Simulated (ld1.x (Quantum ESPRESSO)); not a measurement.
What one change does to a pseudopotential (gadolinium (Gd), TM semilocal)

```json
{"Element": "gadolinium", "Generator": "ld1.x (Quantum ESPRESSO) 7.5", "Type": "norm-conserving Troullier–Martins (semilocal form)", "Functional": "Wu–Cohen", "Relativity": "scalar-relativistic", "Frozen core": "[Xe] 4f7", "Valence charge": "3", "Reference configuration": "5d1 6s0 6p0 (charge +2)", "Partial waves": "6p (bound, empty): rc 3.55 bohr; 5d (bound): rc 2.15 bohr; 6s (bound, empty): rc 2.90 bohr", "Local potential": "the s channel", "Core correction": "none"}
```

All-electron outer shells of the reference configuration (Wu–Cohen, scalar-relativistic, ld1.x):

```tsv
shell	level (eV)	outermost node (bohr)	outermost maximum (bohr)
4f	-22.49	–	0.56
5d	-15.13	0.79	1.88
6s	-14.85	1.58	3.05
6p	-10.56	1.87	3.78
```

Change: core correction a·sin(br)/r model core inside 1.00 bohr.

Cutoffs: the cutoffs (Ry, on a coarse ladder) from which the occupation-weighted sum of valence levels, in a spherical-Bessel basis at the reference potential, stays within 10 and 1 mRy of its value at 400 Ry; they do not see the model core or the augmentation charge, which bear on the density cutoff. Errors are all-electron minus pseudo energies relative to the spin-unpolarised reference configuration.

Task: What does the change do?

Result: The potential gets neither clearly harder nor softer (15 Ry and 18 Ry → 15 Ry and 18 Ry); of the 7 tests that both files solve, the error grows in 0 and shrinks in 7 by more than 15 % and 0.3 meV (median size 544.8 → 31.2 meV); neither file shows a bound ghost. Exchange and correlation are not linear in the density, so unscreening with the valence charge alone errs where core and valence overlap; a model core restores that term. A semilocal file is local in each channel, so a ghost entry of none says nothing of the separable form that plane-wave codes build from it. A model core, the more so a compact one, raises the density cutoff, which this test does not measure.

```tsv
quantity	base	changed
cutoff, loose	15 Ry	15 Ry
cutoff, tight	18 Ry	18 Ry
bound ghosts	none	none
error for 5d1 6s2 6p0, meV [ΔE -18.66 eV]	+630	-37
error for 5d1 6s1 6p0, meV [ΔE -11.98 eV]	+338	-20
error for 5d1 6s1.5 6p0, meV [ΔE -15.96 eV]	+502	-31
error for 5d0 6s2 6p1, meV [ΔE -16.80 eV]	+906	-124
error for 5d1 6s1 6p1, meV [ΔE -15.74 eV]	+545	-7.4
error for 5d0 6s2 6p0, meV [ΔE -12.57 eV]	+746	-108
error for 5d1 6s0 6p1, meV [ΔE -8.38 eV]	+280	+2.1
s: phases at 3.85 bohr within 0.05 rad from the reference energy up to (Ry; the scan ends near 5)	0.3	0.3
p: phases at 3.85 bohr within 0.05 rad from the reference energy up to (Ry; the scan ends near 5)	0.5	0.5
d: phases at 3.85 bohr within 0.05 rad from the reference energy up to (Ry; the scan ends near 5)	3.5	3.5
```
